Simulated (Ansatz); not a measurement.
Consider the ligand exchange at the In–N bond: `O=C=[N][InH][Cl]` + H–F → `[F][InH][Cl]` + `N=C=O`.

Isolated molecules relaxed with PBE0-D4/def2-TZVP in Ansatz; ΔE leaves out vibrations. CCSD(T)/CBS is the MP2 limit (def2-TZVPP, def2-QZVPP) plus CCSD(T) − MP2 in def2-TZVPP, frozen cores. This one scheme is used for every species. DFT in def2-TZVPP. HSE06 is defined as in plane-wave codes. def2 core potentials past Kr. For In outer-core shells are correlated without core-valence functions, which leaves a few kJ/mol of doubt a bond. Each species was taken in one conformer, which may not be the lowest.

Task: Is it downhill or uphill in electronic energy at CCSD(T)/CBS, and by how much? (An estimate is asked.)

Result: Ansatz gave: Uphill: ΔE = +11.1 kJ/mol.

Task: What do these levels give: revPBE-D4, BLYP-D4, PBE0-D4, r2SCANh-D4, HSE06-D4, ωB97X-V, r2SCAN, HSE06, RPA@PBE/def2-TZVPP, CCSD/def2-SVP, MP2/def2-TZVPP, CCSD(T)/def2-TZVPP? (Best estimate.)

Result: Ansatz gave: revPBE-D4 -4.9, BLYP-D4 -10.7, PBE0-D4 3.6, r2SCANh-D4 -2.1, HSE06-D4 3.9, ωB97X-V -1.7, r2SCAN -7.3, HSE06 0.2, RPA@PBE/def2-TZVPP 9.6, CCSD/def2-SVP 1.3, MP2/def2-TZVPP 19.4, CCSD(T)/def2-TZVPP 13.5 kJ/mol.

Largest T1 diagnostic among the species: 0.018.

In def2-TZVPP, CCSD(T) changes the Hartree–Fock value by +5.2 kJ/mol (the triples alone add +0.1 kJ/mol) and MP2 by +11.0 kJ/mol. From BLYP to BHLYP (50 % exact exchange), in def2-TZVPP and without D4, ΔE moves by +18.6 kJ/mol. At CCSD(T), def2-SVP lies −9.8 kJ/mol from the extrapolated value and def2-TZVPP +2.4 kJ/mol.
